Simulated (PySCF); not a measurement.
Si(H)(OH)(NH2)2 (H6N2OSi), SMILES N[SiH](N)O. Atoms are numbered in the order given.

```xyz
10

Si     0.0175     0.0664    -0.3354
N     -0.2528    -1.6331    -0.2419
N      1.4382     0.6230     0.4750
O     -1.2582     0.8823     0.3758
H      0.1476     0.3632    -1.7908
H     -0.8895    -2.0559    -0.9123
H     -0.3736    -2.0691     0.6687
H      2.3502     0.2989     0.1657
H      1.4231     0.7089     1.4875
H     -1.1356     1.8375     0.4385
```

Geometry: r2SCAN-D4/def2-SVP. Other conformers were not sampled.

Level of theory: PySCF with PBE0/def2-TZVP.

```json
{
 "total_energy": "-477.70802 hartree",
 "highest_occupied_level": "-7.35 eV",
 "lowest_empty_level": "0.90 eV",
 "orbital_gap": "8.25 eV",
 "dipole_moment": "1.14 D",
 "quadrupole, principal values (traceless, Buckingham form, about the centre of nuclear charge)": "-5.13, 1.12, 4.01 D·Å",
 "mean_static_polarisability": "43.4 bohr³ (6.43 Å³)",
 "polarisability_principal_values": "41.0, 42.3, 46.8 bohr³"
}
```
